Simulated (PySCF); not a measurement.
# Predicted spectroscopic data

[PySCF 2.14.0 with density-fitted response routines: GFN2-xTB structure; shieldings: GIAO PBE0/pcSseg-1; non-relativistic; no solvent model; fast rotation and ring inversion assumed for equivalent nuclei; a single conformation]

Scale: TMS for ¹H (31.72 ppm), ¹³C (186.93 ppm) (reference shieldings calculated alike). Splittings of carbon signals by F and P are missing where no couplings were computed. Where no couplings were computed, multiplicities follow the n + 1 count of equivalent neighbours, and m marks all less simple cases (inequivalent or close neighbours, rings, F or P nearby). Acid and N–H amide carbonyl carbons lie up to 10 ppm further downfield in solution (hydrogen bonding). Shifts are as computed. Against solution values, carbons near 30 ppm lie about +3 ppm off and those near 130 ppm about +5 ppm. Of 1211 compounds with measured shifts, 218 miss one by over three times the rms of a fit or turn the order of signals round; such compounds aren't used in these exercises. OH and NH positions are gas-phase values without hydrogen bonding to other molecules.

Compound 1 (C7H6O3). ¹H NMR (500 MHz, computed): δ 7.96 (d, 1H), 7.74 (s, 1H), 7.68 (m, 1H), 7.40 (d, 1H), 6.36 (br s, 1H), 4.58 (br s, 1H). ¹³C{¹H} NMR (computed): δ 171.0, 163.7, 135.4, 134.2, 127.7, 125.6, 121.3. Structure: 3-hydroxybenzoic acid (C(=O)(O)C1=CC=CC(O)=C1).

Compound 2 (C7H9P). ¹H NMR (500 MHz, computed): δ 7.91 (m, 2H), 7.76 (m, 1H), 2.84 (m, 6H). ¹³C{¹H} NMR (computed): δ 180.6 (C), 136.9 (CH), 135.0 (CH), 27.3 (CH3). Structure: `Cc1cccc(C)p1`.
